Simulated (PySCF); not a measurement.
Species: `O=[P@@H](C(F)=C(F)F)C1CC1`. The columns A, B, C and D hold Mulliken, IAO, Hirshfeld and ESP-fitted charges (e) of one PBE0/pcSseg-1 density (PySCF), in a shuffled order. Coordinates in Å (PBE0-D3(BJ)/def2-SVP); the density's dipole moment is (-0.91, 0.98, 2.72) D.

```
atom       x       y       z       A       B       C       D
  O1  -0.138  -1.224  -1.401  -0.387  -0.531  -0.899  -0.608
  P2   0.113  -1.071   0.063  +0.395  +0.594  +1.403  +0.931
  C3   1.790  -0.527   0.491  -0.029  -0.209  -0.114  -0.151
  F4   2.013  -0.339   1.800  -0.079  -0.117  -0.260  -0.266
  C5   2.783  -0.287  -0.372  +0.168  +0.479  +0.550  +0.579
  F6   2.688  -0.426  -1.659  -0.033  -0.130  -0.207  -0.193
  F7   3.966   0.120  -0.008  -0.051  -0.134  -0.221  -0.216
  C8  -0.940   0.125   0.890  -0.097  -0.232  -0.421  -0.529
  C9  -2.317   0.321   0.310  -0.076  -0.322  -0.271  -0.192
 C10  -1.274   1.366   0.105  -0.078  -0.242  -0.274  -0.198
 H11   0.003  -2.245   0.867   0.000  +0.019  -0.088  +0.056
 H12  -0.805   0.209   1.973  +0.053  +0.174  +0.166  +0.170
 H13  -3.132   0.512   1.012  +0.055  +0.166  +0.155  +0.145
 H14  -2.580  -0.292  -0.557  +0.053  +0.179  +0.165  +0.162
 H15  -0.847   1.452  -0.899  +0.052  +0.156  +0.161  +0.162
 H16  -1.341   2.303   0.663  +0.055  +0.150  +0.155  +0.146
```

Question: Which column most likely holds the ESP-fitted charges?

Answer: B. Σ q r misses the density's dipole by 0.06 D (B), 1.11 D (A), 1.59 D (C), 2.49 D (D). Charges fitted to the outside potential are the only set here that is tied to the molecule's multipoles.

Question: And the Hirshfeld charges?

Answer: A. The mean sizes are 0.104 e (A), 0.240 e (B), 0.294 e (D), 0.344 e (C), and Hirshfeld charges are commonly the smallest of these schemes.

As computed, A = Hirshfeld, B = ESP-fitted, C = IAO, D = Mulliken. Hydrogens on carbon: Hirshfeld +0.05 to +0.06, ESP-fitted +0.15 to +0.18, IAO +0.15 to +0.17, Mulliken +0.15 to +0.17 e.

The IAO scheme counts the electrons in orthogonalised intrinsic atomic orbitals, a minimal basis polarised so that it spans the occupied orbitals exactly. The ESP scheme fits charges at the nuclei, held to the total charge, to the electrostatic potential on points at 1.4 to 2.0 times the van der Waals radii.

Isolated species at its PBE0-D3(BJ)/def2-SVP geometry (one conformer only).

These values come from a run that also computed NMR shieldings. On an Arm Neoverse V2 with one thread, on a shared host, this took 29 s wall and 0.95 GiB of memory at its peak.

Shape of the structure used: `[O:1]=[P@@H:2]([C:3]([F:4])=[C:5]([F:6])[F:7])[CH:8]1[CH2:9][CH2:10]1`: O1–P2–C3–F4 178°, O1–P2–C8–C9 30°.
